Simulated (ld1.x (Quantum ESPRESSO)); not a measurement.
**Co (Z = 27): excitation energies, all-electron against RRKJ**

- Element: Co
- Generator: ld1.x (Quantum ESPRESSO) 7.5
- Type: norm-conserving RRKJ (Kleinman–Bylander form)
- Functional: PBEsol
- Relativity: scalar-relativistic
- Frozen core: [Ar]
- Valence charge: 9
- Reference configuration: 3d7 4s2 4p0
- Partial waves: 4s (bound): rc 2.00 bohr; 4p (bound, empty): rc 2.10 bohr; 3d (bound): rc 1.10 bohr
- Local potential: all-electron potential smoothed inside 0.85 bohr (lloc = -1)
- Core correction: none
- rho0: 0.02

Energies are relative to the spin-unpolarised reference configuration 3d7 4s2 4p0; without spin polarisation the order of configurations can differ from experiment. Not all tests gave a result: 1 of 7 tests not solved or not reliable. Left out of the table: 3d6 4s2 4p1 (an occupied level unbound or not found, printed error -3.0 eV).

Task: Give the all-electron excitation energy and the error of the potential for: 3d7 4s1 4p0; 3d7 4s0 4p0; 3d6 4s0 4p0; 3d7 4s1 4p1; 3d7 4s0 4p1; 3d7 4s0 4p2.

Result:

```csv
valence configuration,charge,ΔE all-electron (eV),error AE − PS (meV)
3d7 4s1 4p0,+1,9.045,-2.7
3d7 4s0 4p0,+2,25.742,+15
3d6 4s0 4p0,+3,61.579,+75
3d7 4s1 4p1,0,4.383,+1.0
3d7 4s0 4p1,+1,14.439,+6.6
3d7 4s0 4p2,0,9.016,+7.2
```

Levels in the configuration 3d7 4s1 4p1:

| level | all-electron (eV) | pseudo (eV) |
| --- | --- | --- |
| 3d | -10.028 | -10.012 |
| 4s | -6.634 | -6.631 |
| 4p | -2.117 | -2.117 |

ld1.x printed “convergence not achieved” for 2 of the counted tests; their residual had stalled under 1e-8, short of the target of 1e-14.

Note: ghost states, extra bound levels that the all-electron valence spectrum of the same l lacks: s at -199.3 eV, p at -53.3 eV. A true bound ghost makes a file unfit for plane-wave use.
